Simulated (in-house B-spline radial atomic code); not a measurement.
## Ionising Tm2+ with different functionals

Computed with a radial B-spline atomic code at the basis-set limit: scalar-relativistic (spin-free X2C) Hamiltonian, Fermi nucleus of rms radius 5.2256 fm, spin-polarised at highest spin, spherical fractional occupations for the functionals, the average over the highest-spin determinants for Hartree-Fock. The ionisation energy is the difference of two self-consistent energies, [Xe] 4f13 → [Xe] 4f12, without Breit or QED terms; ε is the level of the shell that loses the electron (its least bound occupied spin orbital). There is no spin-orbit coupling in this Hamiltonian.

Hybrids are left out here: with spherical fractional occupations of an open shell their exact exchange keeps a self-interaction that integer-occupation calculations don't have.

```
           method          rung  ΔSCF (eV)  -ε(4f) (eV)
     Hartree-Fock  Hartree-Fock      20.17        27.02
         LDA VWN5           LDA      26.13        17.50
         LDA PW92           LDA      26.12        17.49
LDA exchange-only           LDA      24.33        15.83
              PBE           GGA      25.75        17.16
           PBEsol           GGA      25.80        17.19
             BLYP           GGA      25.61        17.05
             RPBE           GGA      25.68        17.09
             PW91           GGA      25.86        17.26
             BP86           GGA      25.86        17.24
             AM05           GGA      25.84        17.21
             OLYP           GGA      26.06        17.40
             TPSS      meta-GGA      25.50        16.91
             SCAN      meta-GGA      25.58        17.02
           r2SCAN      meta-GGA      25.33        16.74
          revTPSS      meta-GGA      25.49        16.89
```

Problem. How do they compare with the NIST value?

Solution. NIST lists 23.66 eV ± 0.03 (semi-empirical, ground level to ground level). Errors run from -3.49 to +2.47 eV. The correlated functionals all miss on the same side by more than they spread, so the cause is common to them (spin-orbit coupling, Breit-QED terms, multiplet and fine-structure energies, or a listed next ion that isn't the cheapest removal here) and closeness doesn't rank the functionals. Hartree-Fock also lacks correlation.
